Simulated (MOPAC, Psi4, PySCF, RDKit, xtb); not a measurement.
Two geometries of H4OSeSi, SMILES [SeH][SiH2]O, relaxed at B3LYP-D3(BJ)/def2-SVP with one dihedral held; other torsions can differ between them too.

Structure A

```
7

O      1.2966     0.7678    -0.5881
Si     0.3759    -0.5270    -0.0914
Se    -1.7603    -0.5650    -0.9513
H      0.9747     1.6518    -0.3749
H      1.0596    -1.7245    -0.6299
H      0.2485    -0.5711     1.3928
H     -2.3202     0.1882     0.1879
```

Structure B

```
7

O      1.3547     0.4007    -0.6691
Si     0.3997    -0.7837     0.0084
Se    -1.3449    -1.5038    -1.3037
H      1.1053     1.3184    -0.5094
H      1.2523    -1.9869     0.1497
H     -0.1507    -0.3128     1.3117
H     -2.2083    -0.3569    -0.9578
```

Task: Which is lower in energy at the level DF-MP2 (frozen core)/cc-pVTZ // B3LYP-D3(BJ)/def2-SVP run with Psi4 1.11, and by how much?

Result: A is lower, by 0.48 kcal/mol (dihedral H4–O1–Si2–Se3: 60° in A, 90° in B).

E(B) − E(A) in kcal/mol at the other levels, on the same two geometries: B3LYP/def2-TZVP // B3LYP-D3(BJ)/def2-SVP (Psi4) 0.45; B3LYP-D3(BJ)/def2-TZVP // B3LYP-D3(BJ)/def2-SVP (Psi4) 0.50; PBE/def2-TZVP // B3LYP-D3(BJ)/def2-SVP (Psi4) 0.47; PBE-D3(BJ)/def2-TZVP // B3LYP-D3(BJ)/def2-SVP (Psi4) 0.50; r2SCAN/def2-TZVP // B3LYP-D3(BJ)/def2-SVP (Psi4) 0.48; HF/cc-pVTZ // B3LYP-D3(BJ)/def2-SVP (Psi4) 0.44; UFF // B3LYP-D3(BJ)/def2-SVP (RDKit) 0.05; PM7, restricted, heats of formation // B3LYP-D3(BJ)/def2-SVP (MOPAC) -0.24; AM1, restricted, heats of formation // B3LYP-D3(BJ)/def2-SVP (MOPAC) 0.26; GFN1-xTB // B3LYP-D3(BJ)/def2-SVP (xtb) -0.01; restricted B3LYP/6-31G*, spherical d // B3LYP-D3(BJ)/def2-SVP (PySCF) 0.48; restricted Hartree-Fock/STO-3G // B3LYP-D3(BJ)/def2-SVP (PySCF) 0.70; restricted M06-2X/6-31G*, spherical d // B3LYP-D3(BJ)/def2-SVP (PySCF) 0.52; restricted BP86/6-31G*, spherical d // B3LYP-D3(BJ)/def2-SVP (PySCF) 0.47.
